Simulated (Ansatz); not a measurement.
C₂H₂N₂O₂Sn (SMILES O=C=[N][SnH2][N]=C=O), singlet, geometry from GFN2-xTB (such geometries of metal compounds can be far from the true shape) (all electrons, no relativity); CASSCF(4,4)/STO-3G run with Ansatz (a quantum-chemistry and plane-wave program).

The Ansatz input:
Ansatz 0.2 input:
```yaml
crystal:
  periodic: [false, false, false]
  atoms:
    - {symbol: Sn, position_ang: [-0.06607233, -0.83362483, -0.41549741]}
    - {symbol: N, position_ang: [-1.49627392, 0.49563919, -0.21122452]}
    - {symbol: C, position_ang: [-2.14909893, 1.44719962, 0.08009914]}
    - {symbol: O, position_ang: [-2.82555816, 2.34623635, 0.33174852]}
    - {symbol: N, position_ang: [1.53060861, -0.06244349, 0.42713903]}
    - {symbol: C, position_ang: [2.31546020, 0.65175610, 0.96606771]}
    - {symbol: O, position_ang: [3.11457529, 1.30025023, 1.48574261]}
    - {symbol: H, position_ang: [0.24307301, -0.96189443, -2.03176738]}
    - {symbol: H, position_ang: [-0.49010412, -2.15486080, 0.47830630]}
basis:
  gaussian:
    orbitals: STO-3G
hamiltonian:
  xc: hf
magnetization: {spin_polarized: false}
correlation: {active_space: {window: {electrons: 4, orbitals: 4}}}
```

Write the output that Ansatz gives for this input, abridged.


```
Functional definition: HF
819 factors; integrals over basis functions are off by at most 4.2e-5 eV
mean field evaluation 1: about -171276.3205 eV, gradient 4.1e1 eV
mean field evaluation 2: about -171276.4316 eV, gradient 4.2e1 eV
mean field evaluation 4: about -171280.8624 eV, gradient 3.1e0 eV
mean field evaluation 8: about -171280.8864 eV, gradient 1.7e-1 eV
mean field -171280.88651610 eV, -6294.4564811119 hartree, gradient 2.2e-6 eV, S^2 0.000000; 0 other end points of the search recorded, 0 dependent functions left out
reference -171280.88651610 eV, -6294.4564811119 hartree; 47, 47 occupied and 12, 12 virtual orbitals, 819 factors
state -171282.73087813 eV, -6294.5242601664 hartree
the orbitals are reached from a further start. From the first start the search ends at -171282.10843846 eV, -6294.5013859305 hartree
Total energy: -171282.73087813 eV, -6294.5242601664 hartree
```
